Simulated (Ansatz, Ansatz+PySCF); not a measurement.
```xyz
2

Li    0.0000    0.0000   -1.1682
P     0.0000    0.0000    1.1682
```

Basis set: def2-SVP (spherical functions). Frozen core: 5 orbitals. Correlation on ROHF uses semicanonical orbitals with singles. Charge 0, multiplicity 3.

Computed with Ansatz (development build ahead of 0.2.0); each method stands on the lowest determinant of its kind that the runs found.

Q: Give the atomization energy at this shape (free ground-state atoms in the same class of orbitals less the molecule, no zero-point energy) of triplet LiP by UHF-CCSD(T), ROHF-MP2, ROHF, UHF.

A:

| method | atomization energy |
| --- | --- |
| UHF-CCSD(T) | 1.09 eV |
| ROHF-MP2 | 1.04 eV |
| ROHF | 0.51 eV |
| UHF | 0.61 eV |
